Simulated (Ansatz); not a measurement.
Ansatz results at the PBE0-D4/def2-TZVP geometry: LUMO energy (PBE0/def2-TZVPP) 0.99 eV; HOMO energy (B3LYP/def2-TZVPP) -6.40 eV; size of the dipole moment (B3LYP/def2-TZVPP) 2.12 D.

Each molecule was computed in one conformer, which needn't be the lowest.

Question: Which molecule gave them?
A. `C=C[SiH](N)Cl`
B. `N[SiH](N)N`
C. `CCN(C)[Si](Cl)(OC)OC`
D. `C[Si](F)(Cl)N=C=O`

Answer: C. The others give `N[SiH](N)N`: 1.09, -6.61, 1.10; `C=C[SiH](N)Cl`: -0.71, -7.61, 1.83; `C[Si](F)(Cl)N=C=O`: 0.13, -8.90, 2.41.

B3LYP here is the variant with VWN-RPA as its local correlation; programs differ in this.
